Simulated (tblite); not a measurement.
Species: C₄H₁₁GeNO₂.
Atom-mapped SMILES: `[CH3:1][O:2][GeH2:3][C:4](=[O:5])[N:6]([CH3:7])[CH3:8]` (hydrogens: H9, H10, H11 on C1; H12, H13 on Ge3; H14, H15, H16 on C7; H17, H18, H19 on C8)

Computed with GFN2-xTB (tblite), gas phase: L-BFGS steps from a force-field or distance-geometry start until the largest atomic force falls under 0.01 eV/Å.

Step 74: E = -739.1698 eV
```
atom  x, y, z in Å  |  force x, y, z in eV/Å
C1      2.6723    0.6187   -0.5943   -0.008  -0.014  -0.008
O2      1.9199    1.4002    0.3051   -0.007  -0.055   0.016
Ge3     0.8989    0.6611    1.5615   -0.020  -0.014   0.020
C4     -0.1918   -0.7959    0.6673    0.018  -0.009   0.001
O5      0.1809   -1.9368    0.8699    0.028   0.002  -0.012
N6     -1.1879   -0.4884   -0.1713    0.001   0.010   0.006
C7     -1.8744   -1.5727   -0.8504   -0.013   0.007   0.005
C8     -1.6626    0.8686   -0.3022   -0.015   0.002  -0.011
H9      2.0308   -0.0642   -1.1594    0.024   0.000  -0.043
H10     3.1649    1.3043   -1.2858    0.006  -0.017   0.003
H11     3.4280    0.0212   -0.0780    0.007   0.042  -0.001
H12     0.3104    1.9468    2.1048   -0.006  -0.011   0.018
H13     1.7935   -0.0542    2.5519    0.013   0.021   0.017
H14    -2.8133   -1.2204   -1.2686   -0.009   0.017   0.034
H15    -1.2499   -1.9742   -1.6530   -0.007   0.020   0.017
H16    -2.0682   -2.3787   -0.1406    0.013   0.002  -0.008
H17    -0.8205    1.5595   -0.3924   -0.029  -0.015   0.012
H18    -2.2752    0.9566   -1.1964    0.010  -0.002  -0.029
H19    -2.2656    1.1581    0.5664   -0.006   0.014  -0.037
```

Step 75: E = -739.1704 eV
```
atom  x, y, z in Å  |  force x, y, z in eV/Å
C1      2.6696    0.6146   -0.5954   -0.008  -0.016  -0.007
O2      1.9222    1.4006    0.3041   -0.011  -0.055   0.015
Ge3     0.8999    0.6645    1.5615   -0.025  -0.012   0.021
C4     -0.1900   -0.7943    0.6683    0.017  -0.007   0.000
O5      0.1849   -1.9346    0.8700    0.026   0.007  -0.013
N6     -1.1876   -0.4877   -0.1690    0.005   0.014   0.004
C7     -1.8713   -1.5718   -0.8515   -0.014   0.006   0.007
C8     -1.6647    0.8685   -0.2998   -0.017   0.008  -0.011
H9      2.0238   -0.0645   -1.1600    0.023  -0.001  -0.045
H10     3.1666    1.2965   -1.2873    0.006  -0.015   0.006
H11     3.4212    0.0121   -0.0787    0.011   0.042  -0.003
H12     0.3115    1.9517    2.1027   -0.003  -0.016   0.018
H13     1.7938   -0.0494    2.5533    0.015   0.020   0.019
H14    -2.8138   -1.2221   -1.2641   -0.008   0.019   0.034
H15    -1.2481   -1.9661   -1.6587   -0.006   0.021   0.015
H16    -2.0586   -2.3825   -0.1456    0.015   0.002  -0.004
H17    -0.8234    1.5627   -0.3767   -0.039  -0.025   0.010
H18    -2.2664    0.9583   -1.2016    0.015   0.000  -0.020
H19    -2.2792    1.1527    0.5629    0.000   0.010  -0.049
```

Step 76: E = -739.1714 eV
```
atom  x, y, z in Å  |  force x, y, z in eV/Å
C1      2.6515    0.5860   -0.6025    0.000  -0.020  -0.002
O2      1.9353    1.4012    0.2974   -0.027  -0.063  -0.006
Ge3     0.9056    0.6868    1.5630   -0.035  -0.009   0.025
C4     -0.1778   -0.7834    0.6746    0.005   0.008   0.002
O5      0.2118   -1.9200    0.8693    0.015   0.041  -0.018
N6     -1.1840   -0.4824   -0.1549    0.006   0.048  -0.003
C7     -1.8505   -1.5645   -0.8584   -0.037  -0.029   0.006
C8     -1.6788    0.8683   -0.2848   -0.046   0.101  -0.014
H9      1.9786   -0.0670   -1.1665    0.027   0.002  -0.042
H10     3.1775    1.2441   -1.2972   -0.011  -0.014   0.038
H11     3.3755   -0.0469   -0.0826    0.023   0.042  -0.019
H12     0.3179    1.9828    2.0913    0.015  -0.038   0.016
H13     1.7982   -0.0160    2.5630    0.020   0.015   0.026
H14    -2.8173   -1.2334   -1.2325    0.040   0.013   0.048
H15    -1.2367   -1.9116   -1.6958   -0.035   0.047   0.038
H16    -1.9931   -2.4066   -0.1777    0.031   0.043  -0.010
H17    -0.8458    1.5855   -0.2725   -0.185  -0.161  -0.013
H18    -2.2075    0.9692   -1.2365    0.081   0.016   0.135
H19    -2.3702    1.1171    0.5377    0.114  -0.042  -0.206
```

Step 77: E = -739.1732 eV
```
atom  x, y, z in Å  |  force x, y, z in eV/Å
C1      2.6598    0.5981   -0.6000   -0.003  -0.017  -0.002
O2      1.9300    1.3985    0.3010   -0.035  -0.036   0.004
Ge3     0.9030    0.6764    1.5633   -0.031  -0.006   0.023
C4     -0.1826   -0.7887    0.6722    0.002   0.009  -0.002
O5      0.2019   -1.9268    0.8686    0.015   0.026  -0.019
N6     -1.1865   -0.4849   -0.1590    0.013   0.027  -0.001
C7     -1.8602   -1.5670   -0.8548   -0.018  -0.002   0.014
C8     -1.6731    0.8681   -0.2918   -0.015   0.019  -0.007
H9      2.0001   -0.0657   -1.1660    0.011  -0.014  -0.041
H10     3.1727    1.2666   -1.2933    0.005   0.006   0.017
H11     3.3961   -0.0198   -0.0816    0.036   0.017  -0.008
H12     0.3143    1.9691    2.0969    0.011  -0.033   0.011
H13     1.7961   -0.0292    2.5609    0.018   0.014   0.024
H14    -2.8164   -1.2283   -1.2443   -0.004   0.028   0.032
H15    -1.2427   -1.9335   -1.6788   -0.002   0.028  -0.004
H16    -2.0214   -2.3963   -0.1652    0.018  -0.004   0.023
H17    -0.8385    1.5750   -0.3168   -0.049  -0.056  -0.001
H18    -2.2309    0.9642   -1.2220    0.021   0.003   0.007
H19    -2.3315    1.1336    0.5452    0.008  -0.011  -0.073
```

Q: Estimate the geometry and energy of step 78. (The exact step hangs on the optimiser's Hessian estimate; all steps are aligned on step 77, rigid shifts and turns removed.)

A: E = -739.1744 eV, largest force 0.060 eV/Å
```
atom  x, y, z in Å  |  force x, y, z in eV/Å
C1      2.6570    0.5934   -0.6014    0.001  -0.014   0.000
O2      1.9309    1.3963    0.3002   -0.043  -0.021  -0.003
Ge3     0.9032    0.6787    1.5647   -0.024  -0.004   0.023
C4     -0.1803   -0.7875    0.6733   -0.005   0.016  -0.003
O5      0.2073   -1.9250    0.8668    0.010   0.029  -0.019
N6     -1.1859   -0.4839   -0.1561    0.009   0.027  -0.003
C7     -1.8575   -1.5652   -0.8551   -0.016  -0.002   0.017
C8     -1.6755    0.8680   -0.2903   -0.008   0.010  -0.005
H9      1.9953   -0.0666   -1.1694    0.005  -0.020  -0.034
H10     3.1741    1.2586   -1.2946    0.004   0.018   0.022
H11     3.3898   -0.0271   -0.0819    0.044   0.002  -0.010
H12     0.3149    1.9727    2.0966    0.013  -0.035   0.008
H13     1.7978   -0.0231    2.5638    0.016   0.011   0.024
H14    -2.8176   -1.2295   -1.2375   -0.003   0.030   0.030
H15    -1.2420   -1.9241   -1.6835    0.000   0.029  -0.016
H16    -2.0109   -2.3995   -0.1703    0.017  -0.010   0.035
H17    -0.8444    1.5783   -0.3013   -0.025  -0.050  -0.005
H18    -2.2204    0.9656   -1.2276    0.013   0.002  -0.004
H19    -2.3455    1.1292    0.5379   -0.006  -0.016  -0.058
```

The energy changes by -0.0012 eV. The first-order estimate −F·Δx gives -0.0014 eV and the mean of the old and new forces, exact on a quadratic surface, -0.0012 eV. The step makes an angle of 77° with the force vector and moves no atom by more than 0.017 Å.

The cost below is that of the whole relaxation. On an Intel Xeon 6975P-C with one thread, shared host, this took 0.98 s wall.
